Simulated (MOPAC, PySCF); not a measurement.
H$_{4}$S$_{2}$Sn, SMILES `[SH][SnH2][SH]` (H–S–Sn–S torsion 79°, S–Sn–S–H torsion -77°), neutral singlet in the gas phase. 

Cartesian coordinates (Å):
SMILES: [SH][SnH2][SH]
```xyz
7

S      2.1105    -0.0002     0.2453
Sn    -0.2591     0.3585     0.6170
S     -1.5970    -1.5304    -0.1047
H      2.0404     0.2997    -1.0629
H     -0.7444     1.7478    -0.2513
H     -0.4639     0.4569     2.3051
H     -1.5017    -1.2175    -1.4082
```
Charge 0, multiplicity 1.

All levels are single points at this geometry (B3LYP-D3(BJ)/def2-TZVP); Pople sets use spherical d functions. Orbital energies aren't observables, and empty levels follow the basis.

SVWN5/6-31G* (LANL2DZ on Sn) in PySCF gives HOMO (eV) = -6.22.

Question: Estimate the HOMO (eV) from each of these levels: B3LYP-D3(BJ)/def2-TZVP in PySCF; PBE-D3(BJ)/def2-TZVP in PySCF; B3LYP/6-311+G** (LANL2DZ on Sn) in PySCF; B3LYP/LANL2DZ in PySCF; BP86/6-31G* (LANL2DZ on Sn) in PySCF; M06-2X/6-31G* (LANL2DZ on Sn) in PySCF; PBE/6-31G* (LANL2DZ on Sn) in PySCF; HF/6-31G* (LANL2DZ on Sn) in PySCF; AM1 in MOPAC; PM3 in MOPAC; PM6 in MOPAC; PM7 in MOPAC.

Answer: 
```
level                                     HOMO (eV)
----------------------------------------  ---------
B3LYP-D3(BJ)/def2-TZVP in PySCF               -7.07
PBE-D3(BJ)/def2-TZVP in PySCF                 -6.12
B3LYP/6-311+G** (LANL2DZ on Sn) in PySCF      -7.15
B3LYP/LANL2DZ in PySCF                        -7.20
BP86/6-31G* (LANL2DZ on Sn) in PySCF          -6.24
M06-2X/6-31G* (LANL2DZ on Sn) in PySCF        -8.52
PBE/6-31G* (LANL2DZ on Sn) in PySCF           -6.14
HF/6-31G* (LANL2DZ on Sn) in PySCF           -10.21
AM1 in MOPAC                                  -9.49
PM3 in MOPAC                                  -9.87
PM6 in MOPAC                                  -9.37
PM7 in MOPAC                                  -9.20
```
